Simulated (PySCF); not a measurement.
C₃H₉As, triplet, at the geometry of the source list (a higher spin typed on purpose: for a closed-shell molecule this is an excited state); CAMB3LYP/6-31G in PySCF.

The PySCF input:
```python
from pyscf import gto, scf, dft

mol = gto.M(
    atom='''
C    -0.40500000    1.62680000    0.26960000
As   -0.16110000   -0.17910000    1.03010000
C     1.60420000   -0.52050000    0.21830000
C    -1.22380000   -1.13360000   -0.33310000
H    -0.13540000    1.63950000   -0.78570000
H     0.22180000    2.34580000    0.79900000
H    -1.44360000    1.94600000    0.37520000
H     1.57940000   -0.31880000   -0.85120000
H     1.89870000   -1.55860000    0.37170000
H     2.35830000    0.11690000    0.68250000
H    -0.95720000   -0.80180000   -1.33470000
H    -1.04830000   -2.20550000   -0.26370000
H    -2.28810000   -0.95710000   -0.17800000
''',
    basis='6-31g',
    spin=2,
    verbose=4,
)

mf = dft.UKS(mol)
mf.xc = 'camb3lyp'
mf.kernel()
```

Write the output that PySCF gives for this input, abridged.


```
PySCF version 2.14.0

[INPUT] verbose = 4
[INPUT] num. atoms = 13
[INPUT] num. electrons = 60
[INPUT] charge = 0
[INPUT] spin (= nelec alpha-beta = 2S) = 2
[INPUT] symmetry False subgroup None
[INPUT] Mole.unit = angstrom
[INPUT] Symbol           X                Y                Z      unit          X                Y                Z       unit  Magmom
[...]
nuclear repulsion = 289.947094590104
number of shells = 44
number of NR pGTOs = 192
number of NR cGTOs = 72
basis = 6-31g
ecp = {}

******** <class 'pyscf.dft.uks.UKS'> ********
method = UKS
initial guess = minao
damping factor = 0
level_shift factor = 0
DIIS = <class 'pyscf.scf.diis.CDIIS'>
diis_start_cycle = 1
diis_space = 8
diis_damp = 0
SCF conv_tol = 1e-09
SCF conv_tol_grad = None
SCF max_cycles = 50
direct_scf = True
direct_scf_tol = 1e-13
number electrons alpha = 31  beta = 29
XC library pyscf.dft.libxc version 7.1.2
    S. Lehtola, C. Steigemann, M. J. T. Oliveira, and M. A. L. Marques,  SoftwareX 7, 1–5 (2018)
XC functionals = camb3lyp
    T. Yanai, D. P. Tew, and N. C. Handy,  Chem. Phys. Lett. 393, 51 (2004)
radial grids:
    Treutler-Ahlrichs [JCP 102, 346 (1995); DOI:10.1063/1.469408] (M4) radial grids

becke partition: Becke, JCP 88, 2547 (1988); DOI:10.1063/1.454033
pruning grids: <function nwchem_prune>
grids dens level: 3
symmetrized grids: False
atomic radii adjust function: <function treutler_atomic_radii_adjust>
small_rho_cutoff = 0
Set gradient conv threshold to 3.16228e-05
tot grids = 151056
init E= -2354.59055258249

cycle= 1 E= -2355.01886473938  delta_E= -0.428  |g|= 0.225  |ddm|= 3.57

cycle= 2 E= -2355.03259294716  delta_E= -0.0137  |g|= 0.182  |ddm|= 0.719

cycle= 3 E= -2355.05069565382  delta_E= -0.0181  |g|= 0.0208  |ddm|= 0.325

cycle= 4 E= -2355.05121523089  delta_E= -0.00052  |g|= 0.00875  |ddm|= 0.129

cycle= 5 E= -2355.05130258552  delta_E= -8.74e-05  |g|= 0.00328  |ddm|= 0.0476

cycle= 6 E= -2355.05132991452  delta_E= -2.73e-05  |g|= 0.0015  |ddm|= 0.0272

cycle= 7 E= -2355.05134082669  delta_E= -1.09e-05  |g|= 0.000923  |ddm|= 0.0191

cycle= 8 E= -2355.05134409846  delta_E= -3.27e-06  |g|= 0.000544  |ddm|= 0.00776

cycle= 9 E= -2355.05134615941  delta_E= -2.06e-06  |g|= 0.000247  |ddm|= 0.011

cycle= 10 E= -2355.05134681061  delta_E= -6.51e-07  |g|= 0.000175  |ddm|= 0.00731

cycle= 11 E= -2355.05134723149  delta_E= -4.21e-07  |g|= 0.000155  |ddm|= 0.00636

cycle= 12 E= -2355.05134766292  delta_E= -4.31e-07  |g|= 0.000147  |ddm|= 0.00717

cycle= 13 E= -2355.05134801459  delta_E= -3.52e-07  |g|= 0.000146  |ddm|= 0.00605

cycle= 14 E= -2355.05134860844  delta_E= -5.94e-07  |g|= 0.000143  |ddm|= 0.0104

cycle= 15 E= -2355.05134993518  delta_E= -1.33e-06  |g|= 0.000141  |ddm|= 0.0236

cycle= 16 E= -2355.05135377536  delta_E= -3.84e-06  |g|= 0.000135  |ddm|= 0.0708

cycle= 17 E= -2355.05135864058  delta_E= -4.87e-06  |g|= 0.000134  |ddm|= 0.0968

cycle= 18 E= -2355.05135776549  delta_E= 8.75e-07  |g|= 0.000124  |ddm|= 0.0182

cycle= 19 E= -2355.05136967223  delta_E= -1.19e-05  |g|= 0.000585  |ddm|= 0.309

cycle= 20 E= -2355.05136953425  delta_E= 1.38e-07  |g|= 0.000533  |ddm|= 0.00664

cycle= 21 E= -2355.05137133607  delta_E= -1.8e-06  |g|= 0.000607  |ddm|= 0.0702

cycle= 22 E= -2355.05137045944  delta_E= 8.77e-07  |g|= 0.00035  |ddm|= 0.0444

cycle= 23 E= -2355.0513734804  delta_E= -3.02e-06  |g|= 0.00103  |ddm|= 0.203

cycle= 24 E= -2355.05137312152  delta_E= 3.59e-07  |g|= 0.000173  |ddm|=  0.1

cycle= 25 E= -2355.05137526266  delta_E= -2.14e-06  |g|= 0.000396  |ddm|= 0.161

cycle= 26 E= -2355.05137545658  delta_E= -1.94e-07  |g|= 0.000519  |ddm|= 0.12

cycle= 27 E= -2355.05137548528  delta_E= -2.87e-08  |g|= 0.000182  |ddm|= 0.113

cycle= 28 E= -2355.05137580712  delta_E= -3.22e-07  |g|= 0.000111  |ddm|= 0.0807

cycle= 29 E= -2355.05137582035  delta_E= -1.32e-08  |g|= 2.35e-05  |ddm|= 0.0032

cycle= 30 E= -2355.05137582161  delta_E= -1.26e-09  |g|= 2.33e-05  |ddm|= 0.00598

cycle= 31 E= -2355.05137582219  delta_E= -5.87e-10  |g|= 3.73e-06  |ddm|= 0.00102

Extra cycle  E= -2355.05137582221  delta_E= -1.91e-11  |g|= 3.77e-06  |ddm|= 1.27e-05
converged SCF energy = -2355.05137582221  <S^2> = 2.0028491  2S+1 = 3.0018988
```
